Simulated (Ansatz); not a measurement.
AlBH4N2. Total charge 0; spin multiplicity 1. The geometry is a stationary point of PBE0-D4/def2-TZVP.

```xyz
8

B    -0.624   -0.110   -0.713
N     0.281    1.000   -0.528
Al    0.823    0.146    0.941
N    -0.406   -1.023    0.386
H    -1.408   -0.249   -1.609
H     0.365    1.795   -1.130
H     1.853    0.328    2.118
H    -0.885   -1.887    0.534
```

Task: What is the dipole moment at ωB97M-V/def2-TZVPP? (Estimate.)

Result: Computed: 1.10 D, with components (0.72, 0.13, 0.82) D in this frame, pointing from negative to positive charge.

Task: And with PBE, r2SCAN, B3LYP? (Estimate.)

Result: Ansatz gave: PBE 1.04 D, r2SCAN 1.04 D, B3LYP 1.07 D.

Task: Give the Mulliken charges with ωB97M-V, r2SCAN, B3LYP in def2-TZVPP. (Best estimate.)

Result: Computed: 
```csv
atom,ωB97M-V,r2SCAN,B3LYP
B1,0.25,0.35,0.26
N2,-0.39,-0.46,-0.39
Al3,0.36,0.44,0.37
N4,-0.39,-0.46,-0.39
H5,0.06,-0.01,0.01
H6,0.09,0.13,0.12
H7,-0.07,-0.12,-0.10
H8,0.09,0.13,0.12
```

B3LYP here is the variant with VWN-RPA as its local correlation; programs differ in this.
